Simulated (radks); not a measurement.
All-electron atom: Ir60+ in [Ne] 3s2 3p5 (the NIST ground configuration).

Calculated with a radial shooting solver on a logarithmic mesh with Libxc functionals: scalar-relativistic Kohn-Sham, PBEsol, spin-polarised, spherical densities, finite nucleus; open shells are filled with parallel spins first (spin-orbit coupling, left out, can overturn this in heavy ions); Fermi nuclear charge, rms radius 5.4032 fm.

Energy parts (Ry):
| part | energy |
|---|---|
| total | -27807.4464 |
| kinetic | 31650.7331 |
| electron-nucleus | -62003.7360 |
| Hartree | 2895.9765 |
| exchange-correlation | -350.4201 |

Orbitals (lengths in bohr, moments of r in powers of bohr; <r^-3> diverges for s and p1/2; r(max) is where P^2 peaks):
| orbital | occ. | eigenvalue (Ry) | <r^2> | <r^4> | r(max) | <r^-3> |
|---|---|---|---|---|---|---|
| 1s up | 1 | -5933.976 | 0.0004197 | 4.810e-07 | 0.01083 | - |
| 1s down | 1 | -5933.685 | 0.0004197 | 4.810e-07 | 0.01083 | - |
| 2s up | 1 | -1310.376 | 0.006295 | 0.00006793 | 0.06205 | - |
| 2s down | 1 | -1310.169 | 0.006293 | 0.00006788 | 0.06206 | - |
| 2p up | 3 | -1184.360 | 0.005229 | 0.00005354 | 0.05110 | 23470 |
| 2p down | 3 | -1184.072 | 0.005228 | 0.00005351 | 0.05111 | 23470 |
| 3s up | 1 | -516.2958 | 0.03598 | 0.001898 | 0.1681 | - |
| 3s down | 1 | -515.5755 | 0.03600 | 0.001901 | 0.1681 | - |
| 3p up | 3 | -479.1432 | 0.03553 | 0.001914 | 0.1651 | 6361 |
| 3p down | 2 | -478.4188 | 0.03556 | 0.001918 | 0.1651 | 6358 |

The highest occupied level is 3p down at -6509.2 eV. The density falls to 0.001 e/bohr^3 at r = 0.55 bohr. Summed over all electrons, <r^2> = 0.2945 bohr^2, which gives a Langevin (diamagnetic) susceptibility term of -0.233 x 10^-6 cm^3/mol. For comparison, the ionisation energy in NIST's Atomic Spectra Database is 6441 eV (theoretical). In exact Kohn-Sham theory the highest level is minus the ionisation energy, but local and semilocal functionals leave it too shallow, through self-interaction and a potential that decays too fast; potentials with the right tail come closer. The spin density at the nucleus is -27.33 e/bohr^3 (1s -56.70, 2s 3.79, 3s 25.58). Spin moment in Bohr magnetons: 1. The electron density at the nucleus is 1.944e+06 e/bohr^3 (large components only).
